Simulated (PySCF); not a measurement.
Start geometry of `[I][GeH2][CH3]` (GeH2MeI) from GFN2-xTB (Å):
```
atom  x, y, z in Å
Ge1    0.510   -0.622    0.368
H2     0.519   -0.723    1.873
H3     1.929   -0.745   -0.130
C4    -0.433    0.960   -0.315
H5     0.024    1.873    0.055
H6    -1.476    0.945   -0.002
H7    -0.405    0.977   -1.404
I8    -0.667   -2.666   -0.444
```

Question: What comes out of this run: PySCF 2.14.0, PBE0-D3(BJ)/def2-SVP geometry optimisation, gas phase, def2 core potentials past Kr?

Answer: 
```
atom  x, y, z in Å
Ge1    0.5101   -0.6090    0.3725
H2     0.4907   -0.6774    1.9082
H3     1.9522   -0.7019   -0.1529
C4    -0.4322    0.9439   -0.3194
H5     0.0404    1.8642    0.0560
H6    -1.4818    0.9204    0.0044
H7    -0.3984    0.9436   -1.4175
I8    -0.6808   -2.6838   -0.4514
```

The energy falls by 0.042 eV over 4 energy and gradient evaluations, the largest force component goes from 0.0111 to 1.7e-04 Eh/bohr, and the atoms move by 0.034 Å rms after alignment. The bond that changes most is Ge1–I8 (ends: germanium bonded to C, I and 2 H; iodine bonded to Ge), which lengthens by 0.036 Å. Bonds longer at the end by more than 0.005 Å: 6 of 7; shorter: 1. Rotational constants go from 10278, 1321, 1196 to 10328, 1292, 1174 MHz. The orientation of the end geometry is arbitrary; only internal coordinates are fixed.

The run used 97 basis functions and 27 SCF cycles in all.

Stationary, but not proved a minimum.
